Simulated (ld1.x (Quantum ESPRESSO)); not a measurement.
W (Z = 74): variants of one TM potential

Base potential:

tungsten (W), norm-conserving Troullier–Martins (Kleinman–Bylander form), made with ld1.x (Quantum ESPRESSO) 7.5 (PBE, scalar-relativistic). Core [Xe] 4f14, reference 5d4 6s1.5 6p0.5. Waves: 6s (bound): rc 2.90 bohr; 6p (bound): rc 2.70 bohr; 5d (bound): rc 1.55 bohr. Local part: the d channel. Core correction: none.

All-electron outer shells of the reference configuration (PBE, scalar-relativistic, ld1.x):

```
shell  level (eV)  outermost node (bohr)  outermost maximum (bohr)
   5p      -44.03                   0.57                      1.09
   4f      -34.03                      –                      0.43
   6s       -6.26                   1.28                      2.64
   5d       -5.22                   0.63                      1.49
   6p       -1.77                   1.53                      3.70
```

Cutoffs, loose and tight: the cutoffs (Ry, on a coarse ladder) from which the occupation-weighted sum of valence levels, in a spherical-Bessel basis at the reference potential, stays within 10 and 1 mRy of its value at 400 Ry. They do not see the model core or the augmentation charge, which bear on the density cutoff. Test errors are all-electron minus pseudo excitation energies from the reference, over the configurations 5d4 6s2 6p0; 5d4 6s1 6p0; 5d4 6s0 6p0; 5d3 6s0 6p0; 5d4 6s0 6p2; 5d4 6s1.5 6p0; 5d3 6s2 6p1. A dash means not determined; rows that change the core or the reference have their own tests. The largest error is taken over the tests solved by every variant that gives reliable tests at all: 5d3 6s0 6p0; 5d4 6s0 6p0; 5d4 6s1 6p0; 5d4 6s1.5 6p0; 5d4 6s2 6p0.

A true bound ghost makes a file unfit for plane-wave use even where its test errors are small: the radial tests pick states by their node count and pass the ghost by. Where a test does run into it, the solver fails or the error is huge.

```tsv
change	outcome	cutoff, loose	cutoff, tight	bound ghosts	largest test error (meV)
base	generated	30 Ry	50 Ry	s, p	+144
wave 6p (bound): rc 2.70 bohr becomes 6p (bound): rc 2.14 bohr	generated	40 Ry	60 Ry	s, p	+132
core correction a·sin(br)/r model core inside 1.02 bohr	generated	30 Ry	50 Ry	s, p	-123
wave 5d (bound): rc 1.55 bohr becomes 5d (bound): rc 2.34 bohr	generated	30 Ry	35 Ry	s, p	+141
wave 6s (bound): rc 2.90 bohr becomes 6s (bound): rc 3.00 bohr	generated	30 Ry	50 Ry	s, p	+137
reference 5d4 6s1 6p0	generated	30 Ry	50 Ry	s, p	+106
fully relativistic	generated, misses its reference levels by 0.46 eV	30 Ry	50 Ry	s, p3/2, p1/2	+159
core correction a·sin(br)/r model core inside 1.34 bohr	generated	30 Ry	50 Ry	s, p	-123
wave 6s (bound): rc 2.90 bohr becomes 6s (bound): rc 3.68 bohr	generated	30 Ry	50 Ry	s, p	+36
reference 5d4 6s0 6p0	generated	30 Ry	50 Ry	s, p	+207 over the solved tests; 2 of 7 tests not solved or not reliable
reference 5d5 6s1 6p0	generated	30 Ry	50 Ry	s, p	+90 over the solved tests; 1 of 7 tests not solved or not reliable
```

(1) What comes out with this change to the base: all radii scaled by about 0.91 (s 2.64, p 2.46, d 1.42 bohr)?

Answers

(1) outcome: generated; cutoff, loose: 30 Ry; cutoff, tight: 45 Ry; bound ghosts: s, p; largest test error (meV): +152.
